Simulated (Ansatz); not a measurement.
## Counterpoise correction, worked out

The pair of CO (SMILES [C-]#[O+], atoms 1–2) and GeH4 (SMILES [GeH4], atoms 3–7), both closed shells, in one local arrangement (a lower one may exist), relaxed at PBE0-D4/def2-TZVP:

```xyz
7
angstrom
C -0.3671 -0.4247 -2.4469
O -0.3322 -0.1108 -3.5247
Ge 0.1388 0.1050 1.1922
H 0.9471 1.0461 0.2886
H -1.3565 0.2605 0.8880
H 0.4000 0.4690 2.6614
H 0.5699 -1.3451 0.9413
```

Ansatz 0.2.0; basis: def2-TZVPPD; cores frozen in the correlated methods. Filled d shells of the heavier atoms are correlated. The def2 sets are not built for correlating such inner shells, so the correlated values are less sure here.

CCSD(T) total energies in eV:

| system | geometry | basis functions | energy |
| --- | --- | --- | --- |
| pair | pair | all | -59624.25177 |
| CO | as in the pair | all (partner as ghosts) | -3079.25217 |
| GeH4 | as in the pair | all (partner as ghosts) | -56544.97482 |
| CO | as in the pair | its own | -3079.24749 |
| GeH4 | as in the pair | its own | -56544.96231 |
| CO | free (PBE0-D4 minimum) | its own | -3079.24785 |
| GeH4 | free (PBE0-D4 minimum) | its own | -56544.96256 |

(1) Work out the interaction energy with and without the counterpoise correction, the superposition error, and the binding energy from the relaxed fragments.

No T1 diagnostic of these runs exceeds 0.020.

Answers

(1) Without correction: -59624.25177 − (-3079.24749) − (-56544.96231) = -0.04197 eV.
With correction (each fragment in the whole basis): -59624.25177 − (-3079.25217) − (-56544.97482) = -0.02478 eV = -0.57 kcal/mol.
The superposition error is the difference, 0.01719 eV, 41 % of the uncorrected value: each fragment borrows its partner's functions.
Deformation from the free shapes: 0.00036 eV for CO and 0.00025 eV for GeH4.
Binding energy from relaxed fragments: -0.02478 + 0.00036 + 0.00025 = -0.02417 eV = -0.56 kcal/mol (electronic, without zero-point energy; negative means bound). For comparison, the corrected interaction energy by CCSD(T) at an estimated basis limit (MP2 extrapolated from triple and quadruple zeta, plus CCSD(T) − MP2 in triple zeta) is -0.030 eV; triple zeta with the correction binds less.

For scale, one of the runs: CCSD(T)/def2-TZVPPD, 199 basis functions, launched by `ansatz run in.yaml --threads 4 --pin off --events-out ev --progress --plain --max-ram 9574MiB`. Time: 15 s of wall clock on 4 CPU threads of an AMD EPYC 9R45; the host was shared. Peak host memory: 2.4 GiB.
